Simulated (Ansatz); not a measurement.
Program: Ansatz. Geometries: PBE0-D4/def2-TZVP. ΔE: electronic, gas phase. CCSD(T)/CBS is the MP2 limit (def2-TZVPP, def2-QZVPP) plus CCSD(T) − MP2 in def2-TZVPP, frozen cores. DFT in def2-TZVPP. B3LYP here is the variant with VWN-RPA as its local correlation; programs differ in this. HSE06 is defined as in plane-wave codes. One conformer a species, not always the lowest.

Reaction (cleavage of the B–B bond): `C#CBBC` + CH₃NH₂ → `CBNC` + `BC#C`

| level | ΔE (kJ/mol) | difference from CCSD(T)/CBS |
| --- | --- | --- |
| PBE-D4 | -149.9 | 8.7 |
| revPBE-D4 | -148.6 | 10.0 |
| BLYP-D4 | -156.6 | 2.0 |
| r2SCAN-D4 | -153.7 | 4.9 |
| B97M-V | -147.7 | 10.9 |
| PBE0-D4 | -151.9 | 6.7 |
| B3LYP-D4 | -158.1 | 0.5 |
| r2SCANh-D4 | -154.6 | 4.0 |
| r2SCAN0-D4 | -155.8 | 2.8 |
| HSE06-D4 | -151.8 | 6.8 |
| BHLYP-D4 | -160.4 | -1.8 |
| CAM-B3LYP-D4 | -162.1 | -3.5 |
| ωB97M-V | -160.3 | -1.7 |
| PBE-QIDH | -158.5 | 0.1 |
| PBE | -149.4 | 9.2 |
| revPBE | -144.4 | 14.2 |
| BLYP | -155.0 | 3.6 |
| r2SCAN | -153.6 | 5.0 |
| PBE0 | -151.6 | 7.0 |
| B3LYP | -157.3 | 1.3 |
| r2SCANh | -154.6 | 4.0 |
| r2SCAN0 | -155.8 | 2.8 |
| HSE06 | -151.6 | 7.0 |
| BHLYP | -160.4 | -1.8 |
| CAM-B3LYP | -162.0 | -3.4 |
| LC-ωPBE | -153.8 | 4.8 |
| HF/def2-SVP | -168.5 | -9.9 |
| MP2/def2-SVP | -181.4 | -22.8 |
| CCSD/def2-SVP | -175.1 | -16.5 |
| CCSD(T)/def2-SVP | -177.1 | -18.5 |
| HF/def2-TZVPP | -158.6 | 0.0 |
| MP2/def2-TZVPP | -166.3 | -7.7 |
| SCS-MP2/def2-TZVPP | -165.1 | -6.5 |
| CCSD/def2-TZVPP | -159.7 | -1.1 |
| CCSD(T)/def2-TZVPP | -161.1 | -2.5 |
| HF/def2-QZVPP | -158.3 | 0.3 |
| MP2/def2-QZVPP | -164.7 | -6.1 |
| SCS-MP2/def2-QZVPP | -163.5 | -4.9 |
| MP2/CBS(def2) | -163.7 | -5.1 |
| CCSD/CBS(def2) | -157.1 | 1.5 |
| CCSD(T)/CBS | -158.6 | 0 |

Largest T1 diagnostic among the species: 0.014.

From BLYP to BHLYP (50 % exact exchange), in def2-TZVPP and without D4, ΔE moves by −5.4 kJ/mol. At CCSD(T), def2-SVP lies −18.5 kJ/mol from the extrapolated value and def2-TZVPP −2.5 kJ/mol.
